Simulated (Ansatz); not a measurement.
| atom | x (Å) | y (Å) | z (Å) |
| --- | --- | --- | --- |
| C | 0.0000 | 0.0000 | -0.6446 |
| O | 0.0000 | 0.0000 | 0.4835 |

Basis set: 6-31G* (spherical functions). Frozen core: 2 orbitals. Charge 0, multiplicity 1.

Computed with Ansatz (development build ahead of 0.2.0); each method stands on the lowest determinant of its kind that the runs found. Restricted open shells among the atoms or ions are ROHF, correlated in semicanonical orbitals with singles.

Task: Give the atomization energy at this shape (free ground-state atoms in the same class of orbitals less the molecule, no zero-point energy) of singlet CO by RHF-MP2, RHF.

Result:

```csv
method,atomization energy
RHF-MP2,11.05 eV
RHF,7.66 eV
```
